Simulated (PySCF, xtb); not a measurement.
SiHI, SMILES I[SiH] (connectivity only; charge and spin as stated), neutral, multiplicity 1.

GFN2-xTB run with xtb 6.7.1 at its own geometry gives an orbital gap of 2.34 eV and a dipole moment of 4.74 D.

The structure is a stationary point at PBE0-D3(BJ)/def2-TZVP. The def2 effective core potentials stand for the cores of I; spin–orbit coupling is left out.

**Question.** What does PBE0/def2-TZVPD run with PySCF give? (An estimate is asked for; the answer gives what the named calculation found.)

**Answer.** gap 3.64 eV (levels -6.84 and -3.20 eV), dipole 0.85 D.
